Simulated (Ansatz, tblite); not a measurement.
Isomers of TlCl₂ (doublet), found by a short tight-binding search and relaxed with r2SCAN-D4/def2-TZVP in Ansatz.

In the def2 sets Tl takes a core potential; there is no spin–orbit coupling. The xTB rows come from tblite. B3LYP takes the VWN-RPA correlation. Correlated methods freeze 14 core orbitals; core or outer-core shells of Tl are correlated, in sets that lack core-valence functions.

Other spin states were run for one of them alone.

A:

Cartesian coordinates in Å:
```
Tl 0.6232 0.3484 -0.0531
Cl -1.3438 1.7428 0.4906
Cl 0.7205 -2.0912 -0.4374
```

B:

```xyz
3

Tl    0.8844   -0.3394   -1.2865
Cl   -1.5373   -0.2049   -0.0110
Cl    0.6529    0.5443    1.2975
```

Estimate their order by electronic energy at CCSD(T)/def2-TZVPP, counted from the lowest.

A (0.00) < B (0.28), in eV.

Do the other levels pick the same lowest one?

Not GFN2-xTB. Energies above each level's lowest (eV):

| level | A | B |
| --- | --- | --- |
| GFN1-xTB | 0.00 | 0.17 |
| GFN2-xTB | 0.55 | 0.00 |
| HF/def2-TZVPP | 0.00 | 0.50 |
| PBE-D4/def2-TZVP | 0.00 | 0.19 |
| r2SCAN-D4/def2-TZVP | 0.00 | 0.26 |
| B3LYP-D4/def2-TZVP | 0.00 | 0.16 |
| PBE0-D4/def2-TZVP | 0.00 | 0.28 |
| CAM-B3LYP-D4/def2-TZVP | 0.00 | 0.25 |
| MP2/def2-TZVPP | 0.00 | 0.14 |
| CCSD/def2-TZVPP | 0.00 | 0.27 |
| CCSD(T)/def2-TZVPP | 0.00 | 0.28 |
Point groups (tolerance 0.1 Å): A C2v, B C2v. A and B have the same bonds, so they are conformers or stereoisomers. Lower isomers may exist.
